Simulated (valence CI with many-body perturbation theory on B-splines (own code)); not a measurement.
## E1 transitions of O2+

Level of theory: relativistic CI+MBPT: four valence electrons over a frozen Dirac-Fock core [He], radial functions for each j: 11 s, 11 p, 9 d, 7 f, 5 g, 2 h, 1 i, with the one-electron correlation potential Σ1 (screened to all orders), the two-electron term Σ2, the three-electron term Σ3, Breit, model QED; selected single and double excitations, second order for the rest, scaled by the run's own slope (own B-spline code, finite nucleus).

Against 32 measured levels this calculation errs by 91 cm⁻¹ on average and by 230 at most. These come from a selection out of Moore, Selected Tables of Atomic Spectra, NSRDS-NBS 3, section 11. Levels without a partner in it may be off by more. Among the levels kept, up to 570 cm⁻¹ of a level comes from second order outside the variational space, and about a tenth of that is noise between levels of different J, which matters for small intervals.

Lines 101 to 150 of 220 in falling wavelength, among levels below 380411 cm⁻¹, chosen from the strongest by gf and those to the six lowest levels. Wavelengths and rates use the calculated energies, so an error of 90 cm⁻¹ moves a line at 115.5 nm by 0.1 % and its rate by three times that or more. Electric multipoles are in the length gauge, E1 and E2 with the static RPA response of the core. Weak lines are less certain than strong ones. Lines between different terms over intervals too small for the method are left out, as are lines whose strength nearly cancels. Where a level lies close to another of its J and parity, the split of strength between their lines is uncertain. The highest levels of a list are the least certain.

Names give the largest LS component (configuration and term), which can be under half, so a name can repeat, a term be missing and a line seem to break the LS rules; names also repeat where a configuration has a term twice.

| λ vac (nm) | λ from measured levels | Upper | Lower | A (s⁻¹) | log gf | Branch % |
| --- | --- | --- | --- | --- | --- | --- |
| 134.5 |  | 2s2p²3p ³D°_2 | 2s²2p3p ³P_1 | 1.66e+08 | -0.65 | 2.2 |
| 134.5 |  | 2s2p²3p ³D°_3 | 2s²2p3p ³P_2 | 2.19e+08 | -0.38 | 2.8 |
| 119.7 |  | 2s²2p4d ³F°_2 | 2s²2p3p ³D_1 | 2.10e+08 | -0.65 | 17.9 |
| 119.7 |  | 2s²2p4d ³F°_4 | 2s²2p3p ³D_3 | 3.23e+08 | -0.20 | 88.8 |
| 119.7 |  | 2s²2p4d ³F°_3 | 2s²2p3p ³D_2 | 2.91e+08 | -0.36 | 72.9 |
| 115.5 | 115.4 | 2p⁴ ³P_2 | 2s2p³ ³S°_1 | 4.31e+08 | -0.37 | 7.1 |
| 115.2 | 115.1 | 2p⁴ ³P_1 | 2s2p³ ³S°_1 | 4.36e+08 | -0.58 | 7.2 |
| 100.9 |  | 2s²2p4p ³D_3 | 2s²2p3s ³P°_2 | 2.39e+08 | -0.59 | 47.7 |
| 89.93 | 89.90 | 2p⁴ ¹D_2 | 2s2p³ ¹D°_2 | 2.17e+09 | 0.12 | 92.1 |
| 83.51 |  | 2s2p³ ³D°_3 | 2s²2p² ³P_2 | 6.16e+08 | -0.35 | 100.0 |
| 83.48 |  | 2s2p³ ³D°_2 | 2s²2p² ³P_2 | 1.48e+08 | -1.11 | 24.0 |
| 83.48 |  | 2s2p³ ³D°_1 | 2s²2p² ³P_2 | 1.61e+07 | -2.30 | 2.6 |
| 83.35 |  | 2s2p³ ³D°_2 | 2s²2p² ³P_1 | 4.71e+08 | -0.61 | 76.0 |
| 83.35 |  | 2s2p³ ³D°_1 | 2s²2p² ³P_1 | 2.55e+08 | -1.10 | 41.1 |
| 83.27 |  | 2s2p³ ³D°_1 | 2s²2p² ³P_0 | 3.50e+08 | -0.96 | 56.3 |
| 75.26 | 75.28 | 2p⁴ ¹S_0 | 2s2p³ ¹P°_1 | 5.99e+09 | -0.29 | 99.8 |
| 70.34 |  | 2s2p³ ³P°_2 | 2s²2p² ³P_2 | 1.39e+09 | -0.29 | 75.5 |
| 70.34 |  | 2s2p³ ³P°_1 | 2s²2p² ³P_2 | 7.63e+08 | -0.77 | 41.3 |
| 70.24 |  | 2s2p³ ³P°_2 | 2s²2p² ³P_1 | 4.52e+08 | -0.78 | 24.5 |
| 70.24 |  | 2s2p³ ³P°_1 | 2s²2p² ³P_1 | 4.72e+08 | -0.98 | 25.6 |
| 70.24 |  | 2s2p³ ³P°_0 | 2s²2p² ³P_1 | 1.85e+09 | -0.86 | 100.0 |
| 70.19 |  | 2s2p³ ³P°_1 | 2s²2p² ³P_0 | 6.12e+08 | -0.87 | 33.1 |
| 61.05 |  | 2p⁴ ³P_2 | 2s2p³ ³D°_3 | 4.09e+09 | 0.06 | 67.5 |
| 60.99 |  | 2p⁴ ³P_1 | 2s2p³ ³D°_2 | 3.65e+09 | -0.21 | 60.1 |
| 60.95 |  | 2p⁴ ³P_0 | 2s2p³ ³D°_1 | 4.87e+09 | -0.57 | 80.2 |
| 59.93 | 59.96 | 2s2p³ ¹D°_2 | 2s²2p² ¹D_2 | 5.46e+09 | 0.17 | 100.0 |
| 59.76 | 59.78 | 2s2p³ ¹P°_1 | 2s²2p² ¹S_0 | 1.49e+09 | -0.62 | 13.7 |
| 52.54 | 52.58 | 2s2p³ ¹P°_1 | 2s²2p² ¹D_2 | 9.42e+09 | 0.07 | 86.3 |
| 50.77 |  | 2s2p³ ³S°_1 | 2s²2p² ³P_2 | 7.99e+09 | -0.03 | 55.6 |
| 50.72 | 50.77 | 2s2p³ ³S°_1 | 2s²2p² ³P_1 | 4.79e+09 | -0.26 | 33.3 |
| 50.69 | 50.74 | 2s2p³ ³S°_1 | 2s²2p² ³P_0 | 1.60e+09 | -0.73 | 11.1 |
| 48.14 |  | 2s2p²3s ³P_2 | 2s2p³ ³P°_2 | 1.36e+09 | -0.63 | 32.2 |
| 44.65 | 44.60 | 2s²2p3s ³P°_1 | 2s²2p² ¹S_0 | 1.06e+06 | -4.02 | 0.0 |
| 43.53 | 43.50 | 2s²2p3s ¹P°_1 | 2s²2p² ¹S_0 | 1.69e+09 | -0.84 | 35.3 |
| 43.45 |  | 2s2p²3s ³P_2 | 2s2p³ ³D°_3 | 1.92e+09 | -0.57 | 45.4 |
| 40.49 | 40.47 | 2s²2p3s ³P°_1 | 2s²2p² ¹D_2 | 1.93e+06 | -3.85 | 0.0 |
| 39.58 | 39.56 | 2s²2p3s ¹P°_1 | 2s²2p² ¹D_2 | 3.10e+09 | -0.66 | 64.6 |
| 37.45 |  | 2s²2p3s ³P°_1 | 2s²2p² ³P_2 | 1.64e+09 | -0.99 | 41.7 |
| 37.44 | 37.43 | 2s²2p3s ³P°_0 | 2s²2p² ³P_1 | 3.93e+09 | -1.08 | 100.0 |
| 37.43 | 37.42 | 2s²2p3s ³P°_1 | 2s²2p² ³P_1 | 9.79e+08 | -1.21 | 24.9 |
| 37.42 |  | 2s²2p3s ³P°_2 | 2s²2p² ³P_2 | 2.94e+09 | -0.51 | 75.0 |
| 37.41 | 37.40 | 2s²2p3s ³P°_1 | 2s²2p² ³P_0 | 1.31e+09 | -1.08 | 33.3 |
| 37.39 | 37.38 | 2s²2p3s ³P°_2 | 2s²2p² ³P_1 | 9.83e+08 | -0.99 | 25.0 |
| 35.94 |  | 2s2p²3s ⁵P_1 | 2s2p³ ⁵S°_2 | 3.21e+09 | -0.73 | 100.0 |
| 35.93 |  | 2s2p²3s ⁵P_2 | 2s2p³ ⁵S°_2 | 3.23e+09 | -0.51 | 100.0 |
| 35.91 |  | 2s2p²3s ⁵P_3 | 2s2p³ ⁵S°_2 | 3.21e+09 | -0.36 | 100.0 |
| 35.23 |  | 2s²2p3d ³D°_1 | 2s²2p² ¹S_0 | 5.97e+06 | -3.48 | 0.0 |
| 34.94 |  | 2s²2p3d ³P°_1 | 2s²2p² ¹S_0 | 6.28e+06 | -3.46 | 0.1 |
| 34.55 | 34.53 | 2s²2p3d ¹P°_1 | 2s²2p² ¹S_0 | 1.19e+10 | -0.19 | 96.0 |
| 32.89 |  | 2s²2p3d ³F°_2 | 2s²2p² ¹D_2 | 2.81e+09 | -0.64 | 93.1 |
